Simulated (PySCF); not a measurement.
## La(OH)3(NH3) at several levels of theory

Computed with PySCF 2.14.0 (density fitting, no spin-orbit coupling) at the geometry relaxed with PBE0:

```xyz
11
La(OH)3(NH3) (singlet)
La    0.1917   -0.2292    0.2836
O     1.2821    1.3831    1.2868
H     1.7894    2.0254    1.7837
O    -1.4880   -1.1744    1.3254
H    -2.1534   -1.6579    1.8157
O     1.2051   -1.3441   -1.3053
H     1.7077   -1.8604   -1.9355
N    -1.3230    1.3438   -1.3228
H    -1.9329    1.9587   -0.7828
H    -0.7657    1.9447   -1.9311
H    -1.9291    0.7924   -1.9314
```

```tsv
level	basis	state	HOMO (eV)	gap (eV)	charge on La1 (e)	population of f-type functions on La1 (polarisation alone where 4f lies in the core)	dipole about the centre of mass (D)	largest force component (eV/Å)
PBE0	La lcecp-1-SVP with ECP46, O def2-SVP, H def2-SVP, N def2-SVP	singlet	-6.91	6.53	1.05	0.10	4.20	0.01
PBE0	La lcecp-1-TZVP with ECP46, O def2-TZVP, H def2-TZVP, N def2-TZVP	singlet	-7.19	6.64	1.60	0.15	4.20	0.23
```

In the lcecp rows the 4f levels are missing from HOMO and gap, and the state counts the valence alone.

Charges are Mulliken's, which hang on the basis. The relaxation used the grid (50, 194), these runs (75, 302) or, all-electron (x2c bases, spin-free X2C Hamiltonian), (99, 590).

**Question.** A further run in the first row's basis gives HOMO (eV) -5.32, gap (eV) 4.50, charge on La1 (e) 0.92, population of f-type functions on La1 (polarisation alone where 4f lies in the core) 0.10, dipole about the centre of mass (D) 4.13, largest force component (eV/Å) 0.37. Which level was it?
A. r2SCAN
B. TPSS

**Answer.** B. The others give HOMO -5.59 eV (r2SCAN).

In the first row's basis the gap widens with exact exchange: 4.5 to 5.1 eV for TPSS, r2SCAN (none); 6.5 eV for PBE0 (a fixed share).

No frequency check is given that shows the relaxed geometry to be a minimum.
